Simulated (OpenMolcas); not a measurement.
**Computed transition rates of Ir7+**

```yaml
Program: OpenMolcas
Method: CASSCF
Basis: ANO-R3 [9s7p6d4f2g2h]
Scalar_Hamiltonian: X2C, finite nucleus
Active_space: 2 electrons in 5 orbitals (5d)
State_averaging: 2S+1 = 3 even, 10 roots; 2S+1 = 1 even, 15 roots
Spin-orbit_coupling: state interaction with AMFI integrals over the reference wave functions, term energies averaged over their components
```

Rates come from the transition moments of the reference wave functions (E1 and E2 in the length form). At fixed line strength A goes as λ^-3 for E1 and M1 and as λ^-5 for E2, so a rate at the computed wavelength can be rescaled to the measured one. Measured vacuum wavelengths follow from level energies in van het Hof, Joshi, Wyart and Sugar, J. Res. Natl. Inst. Stand. Technol. 100, 687 (1995). Branching counts decays inside the model space alone, at computed energies, and the table is only a selection of the E2 and M1 lines, drawn from those between levels with measured partners whose computed energy lies within a factor of 1.5 of the measured one.

```json
{"Upper": "5d2 1S0", "Lower": "5d2 3P1", "Type": "M1", "λ computed (nm)": "227", "λ measured (nm)": "251.2", "A computed (s-1)": "3.97e+02", "A rescaled (s-1)": "", "Branching %": "85.2"}
{"Upper": "5d2 1G4", "Lower": "5d2 3F3", "Type": "M1", "λ computed (nm)": "385", "λ measured (nm)": "424.1", "A computed (s-1)": "5.20e+01", "A rescaled (s-1)": "", "Branching %": "72.5"}
{"Upper": "5d2 3F3", "Lower": "5d2 3F2", "Type": "M1", "λ computed (nm)": "834.8", "λ measured (nm)": "789.1", "A computed (s-1)": "3.93e+01", "A rescaled (s-1)": "4.65e+01", "Branching %": "100.0"}
{"Upper": "5d2 3P2 [55 %]", "Lower": "5d2 3F3", "Type": "M1", "λ computed (nm)": "351.2", "λ measured (nm)": "381.6", "A computed (s-1)": "2.10e+01", "A rescaled (s-1)": "", "Branching %": "23.0"}
{"Upper": "5d2 1G4", "Lower": "5d2 3F4", "Type": "M1", "λ computed (nm)": "601.1", "λ measured (nm)": "683.2", "A computed (s-1)": "1.95e+01", "A rescaled (s-1)": "", "Branching %": "27.1"}
{"Upper": "5d2 3P2 [55 %]", "Lower": "5d2 3P1", "Type": "M1", "λ computed (nm)": "749.8", "λ measured (nm)": "732.2", "A computed (s-1)": "1.77e+01", "A rescaled (s-1)": "1.90e+01", "Branching %": "19.5"}
{"Upper": "5d2 1S0", "Lower": "5d2 3F2", "Type": "E2", "λ computed (nm)": "140.5", "λ measured (nm)": "153.8", "A computed (s-1)": "1.54e+01", "A rescaled (s-1)": "", "Branching %": "3.3"}
{"Upper": "5d2 3F4", "Lower": "5d2 3F3", "Type": "M1", "λ computed (nm)": "1071", "λ measured (nm)": "1118", "A computed (s-1)": "1.41e+01", "A rescaled (s-1)": "1.24e+01", "Branching %": "100.0"}
{"Upper": "5d2 1S0", "Lower": "5d2 3P2 [55 %]", "Type": "E2", "λ computed (nm)": "325.5", "λ measured (nm)": "382.5", "A computed (s-1)": "9.03e+00", "A rescaled (s-1)": "", "Branching %": "1.9"}
{"Upper": "5d2 3P1", "Lower": "5d2 3P0", "Type": "M1", "λ computed (nm)": "1361", "λ measured (nm)": "1255", "A computed (s-1)": "6.56e+00", "A rescaled (s-1)": "8.37e+00", "Branching %": "60.7"}
{"Upper": "5d2 3P2 [55 %]", "Lower": "5d2 3F2", "Type": "M1", "λ computed (nm)": "247.2", "λ measured (nm)": "257.2", "A computed (s-1)": "3.71e+00", "A rescaled (s-1)": "", "Branching %": "4.1"}
{"Upper": "5d2 3P1", "Lower": "5d2 3F2", "Type": "M1", "λ computed (nm)": "368.8", "λ measured (nm)": "396.5", "A computed (s-1)": "3.18e+00", "A rescaled (s-1)": "", "Branching %": "29.4"}
{"Upper": "5d2 3P0", "Lower": "5d2 3F2", "Type": "E2", "λ computed (nm)": "506", "λ measured (nm)": "579.6", "A computed (s-1)": "8.20e-01", "A rescaled (s-1)": "4.16e-01", "Branching %": "100.0"}
{"Upper": "5d2 3P1", "Lower": "5d2 3F2", "Type": "E2", "λ computed (nm)": "368.8", "λ measured (nm)": "396.5", "A computed (s-1)": "7.08e-01", "A rescaled (s-1)": "4.93e-01", "Branching %": "6.6"}
{"Upper": "5d2 3P2 [55 %]", "Lower": "5d2 3F3", "Type": "E2", "λ computed (nm)": "351.2", "λ measured (nm)": "381.6", "A computed (s-1)": "5.20e-01", "A rescaled (s-1)": "3.43e-01", "Branching %": "0.6"}
{"Upper": "5d2 3P1", "Lower": "5d2 3F3", "Type": "E2", "λ computed (nm)": "660.7", "λ measured (nm)": "796.9", "A computed (s-1)": "1.13e-01", "A rescaled (s-1)": "4.43e-02", "Branching %": "1.0"}
```

Spin-changing lines and M1 lines between different terms are not rescaled, since their strength hangs on the term gaps too.

The largest correction is for 5d2 3P1 → 5d2 3F3 (E2): 1.13e-01 × (660.7 / 796.9)^5 = 4.43e-02 s-1, a factor of 0.39.

These are rates of the free ion; in crystals, glasses and complexes forced electric-dipole and non-radiative decay shorten such lifetimes by orders of magnitude. No measured rate stands beside these. Rescaling mends the energy factor alone: line strengths can still be far off where a level mixes with configurations outside the active space, and weak or spin-changing lines hang on small mixing coefficients that depend on the term gaps too, so rescaling need not improve them.

Without dynamic correlation excited terms often stand tens of per cent too high (terms of higher spin than the ground term too low), and those without a measured partner can miss by more than the paired ones. Measured partners are found by configuration, term and J. A level has none where our copy of the source lacks it or the pairing is in doubt (some pairs that miss far off the trend of their configuration count as doubtful). Only configurations of the active space appear.

A share in square brackets marks a mixed level and gives the weight of the term that names it.
